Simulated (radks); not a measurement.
The numbers below are computed, except where a source is named.
Q: All-electron atom: Ar2+ in [Ne] 3s2 3p4. Level of theory: Dirac Kohn-Sham, PBE, spin-unpolarised, spherical densities, finite nucleus; open shells fill j = l - 1/2 first; Fermi nuclear charge, rms radius 3.4274 fm (a radial shooting solver on a logarithmic mesh with Libxc functionals). Some entries of the table are withheld. Estimate them.

orbital  occ.  eigenvalue (hartree)  <r> (bohr)  <r^2> (bohr^2)
1s1/2       2                   (1)     0.08572        0.009887
2s1/2       2             -12.01433      0.4136          0.2030
2p1/2       2                   (2)      0.3745             (3)
2p3/2       4                   (4)      0.3769             (5)
3s1/2       2              -1.85693       1.329           2.033
3p1/2       2              -1.30652         (6)           2.506
3p3/2       2              -1.29834         (7)           2.528
3d3/2       0              -0.54131         (8)           4.957
3d5/2       0              -0.54088         (9)           4.965
4s1/2       0              -0.48618       3.518           13.94

A: 
(1) 1s1/2 eigenvalue (hartree): -115.7898
(2) 2p1/2 eigenvalue (hartree): -9.60681
(3) 2p1/2 <r^2> (bohr^2): 0.1744
(4) 2p3/2 eigenvalue (hartree): -9.52449
(5) 2p3/2 <r^2> (bohr^2): 0.1765
(6) 3p1/2 <r> (bohr): 1.463
(7) 3p3/2 <r> (bohr): 1.470
(8) 3d3/2 <r> (bohr): 2.006
(9) 3d5/2 <r> (bohr): 2.007
